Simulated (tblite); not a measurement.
Compound: C₅H₁₁BFN.
Bonds: N1–B2, B2–F3, B2–C4, C4–C5, C5–C6, C6–C7, C7–C8, C4–C8. Hydrogens: H9, H10 on N1; H11 on C4; H12, H13 on C5; H14, H15 on C6; H16, H17 on C7; H18, H19 on C8.

Computed with GFN2-xTB (tblite), gas phase: L-BFGS steps from a force-field or distance-geometry start until the largest atomic force falls under 0.01 eV/Å.

Step 65: E = -688.2078 eV
```
atom  x, y, z in Å  |  force x, y, z in eV/Å
N1      2.9714    0.5706   -0.5773   -0.008   0.119  -0.163
B2      1.9329   -0.0403    0.1075    0.007  -0.013  -0.072
F3      2.2723   -0.9097    1.0682    0.039  -0.029   0.078
C4      0.3954    0.2508   -0.1784    0.007   0.034   0.021
C5     -0.3927   -0.9396   -0.7429    0.000   0.009   0.026
C6     -1.8642   -0.5845   -0.4955   -0.023  -0.017   0.015
C7     -1.8679    0.3614    0.7209   -0.019  -0.035  -0.062
C8     -0.3948    0.5308    1.1077   -0.037   0.004   0.033
H9      3.9418    0.4257   -0.3525   -0.040  -0.053  -0.035
H10     2.8259    1.1876   -1.3603    0.063  -0.045   0.167
H11     0.2832    1.1003   -0.8595   -0.076   0.011  -0.004
H12    -0.1800   -1.1162   -1.7970    0.004  -0.047   0.035
H13    -0.1252   -1.8276   -0.1688   -0.004  -0.056  -0.089
H14    -2.2862   -0.0935   -1.3725    0.019   0.070   0.007
H15    -2.4600   -1.4763   -0.3096   -0.001  -0.054   0.007
H16    -2.3064    1.3233    0.4559    0.006   0.022  -0.026
H17    -2.4494   -0.0466    1.5489    0.034   0.014  -0.039
H18    -0.1234   -0.2245    1.8462    0.024   0.069   0.057
H19    -0.1824    1.5173    1.5162    0.004  -0.003   0.042
```

Step 66: E = -688.2110 eV
```
atom  x, y, z in Å  |  force x, y, z in eV/Å
N1      2.9741    0.5649   -0.5836    0.019   0.064  -0.078
B2      1.9331   -0.0430    0.1007   -0.006  -0.001   0.004
F3      2.2690   -0.9135    1.0641    0.044  -0.006   0.017
C4      0.3948    0.2536   -0.1758   -0.023   0.048   0.022
C5     -0.3914   -0.9375   -0.7424    0.002  -0.002   0.013
C6     -1.8647   -0.5882   -0.4931    0.005  -0.039  -0.025
C7     -1.8714    0.3582    0.7208    0.025  -0.009  -0.011
C8     -0.3981    0.5350    1.1093   -0.012   0.005   0.045
H9      3.9425    0.4055   -0.3562   -0.065  -0.030  -0.055
H10     2.8368    1.1990   -1.3529    0.052  -0.040   0.123
H11     0.2794    1.1041   -0.8535   -0.066   0.026  -0.040
H12    -0.1798   -1.1074   -1.7991    0.002  -0.058   0.078
H13    -0.1173   -1.8262   -0.1707   -0.025  -0.039  -0.113
H14    -2.2857   -0.0972   -1.3705    0.006   0.060   0.006
H15    -2.4574   -1.4835   -0.3096    0.011  -0.027   0.011
H16    -2.3091    1.3211    0.4553   -0.004  -0.006  -0.025
H17    -2.4522   -0.0500    1.5494    0.036   0.020  -0.039
H18    -0.1187   -0.2131    1.8531   -0.010   0.079   0.042
H19    -0.1938    1.5273    1.5120    0.009  -0.046   0.027
```

Step 67: E = -688.2133 eV
```
atom  x, y, z in Å  |  force x, y, z in eV/Å
N1      2.9749    0.5605   -0.5885   -0.017   0.016  -0.001
B2      1.9336   -0.0454    0.0972   -0.020   0.010   0.055
F3      2.2691   -0.9111    1.0665    0.046   0.003  -0.027
C4      0.3943    0.2528   -0.1735   -0.038   0.043   0.013
C5     -0.3915   -0.9378   -0.7429    0.008  -0.015   0.000
C6     -1.8652   -0.5912   -0.4920    0.023  -0.029  -0.038
C7     -1.8720    0.3557    0.7205    0.046   0.011   0.022
C8     -0.3994    0.5367    1.1113    0.014   0.007   0.038
H9      3.9410    0.3960   -0.3592   -0.016  -0.029  -0.051
H10     2.8410    1.2074   -1.3453    0.037  -0.009   0.051
H11     0.2757    1.1037   -0.8502   -0.053   0.028  -0.049
H12    -0.1829   -1.1026   -1.8013    0.011  -0.051   0.083
H13    -0.1150   -1.8308   -0.1792   -0.027  -0.026  -0.094
H14    -2.2829   -0.0971   -1.3693   -0.013   0.045   0.006
H15    -2.4574   -1.4878   -0.3108    0.017  -0.004   0.011
H16    -2.3058    1.3203    0.4545   -0.023  -0.019  -0.030
H17    -2.4529   -0.0501    1.5494    0.022   0.013  -0.029
H18    -0.1144   -0.2028    1.8618   -0.031   0.062   0.024
H19    -0.2000    1.5327    1.5083    0.014  -0.055   0.016
```

Question: Estimate the geometry and energy of step 68. (The exact step hangs on the optimiser's Hessian estimate; all steps are aligned on step 67, rigid shifts and turns removed.)

Answer: E = -688.2148 eV, largest force 0.090 eV/Å
```
atom  x, y, z in Å  |  force x, y, z in eV/Å
N1      2.9754    0.5551   -0.5902    0.014  -0.027   0.061
B2      1.9322   -0.0467    0.0968   -0.006   0.010   0.082
F3      2.2664   -0.9144    1.0666    0.030   0.023  -0.067
C4      0.3935    0.2571   -0.1725   -0.029   0.017   0.007
C5     -0.3900   -0.9348   -0.7441    0.002  -0.022  -0.002
C6     -1.8647   -0.5947   -0.4910    0.024  -0.010  -0.033
C7     -1.8725    0.3532    0.7208    0.039   0.028   0.030
C8     -0.4008    0.5415    1.1118    0.014   0.009   0.019
H9      3.9416    0.3795   -0.3645   -0.061  -0.005  -0.066
H10     2.8423    1.2139   -1.3353    0.044   0.005   0.010
H11     0.2745    1.1077   -0.8502   -0.045   0.017  -0.037
H12    -0.1832   -1.0968   -1.8025    0.019  -0.036   0.053
H13    -0.1098   -1.8314   -0.1886   -0.023  -0.020  -0.059
H14    -2.2839   -0.0995   -1.3677   -0.017   0.024   0.017
H15    -2.4535   -1.4943   -0.3091    0.027   0.023   0.004
H16    -2.3090    1.3171    0.4548   -0.023  -0.036  -0.030
H17    -2.4513   -0.0531    1.5504    0.013   0.006  -0.019
H18    -0.1107   -0.1901    1.8675   -0.038   0.034   0.019
H19    -0.2062    1.5399    1.5044    0.014  -0.039   0.012
```

The energy changes by -0.0015 eV. The first-order estimate −F·Δx gives -0.0022 eV and the mean of the old and new forces, exact on a quadratic surface, -0.0015 eV. The step makes an angle of 76° with the force vector and moves no atom by more than 0.017 Å.

The cost below is that of the whole relaxation. Hardware: one thread, Arm Neoverse N1 (aarch64) (shared host). Cost: 0.93 s.
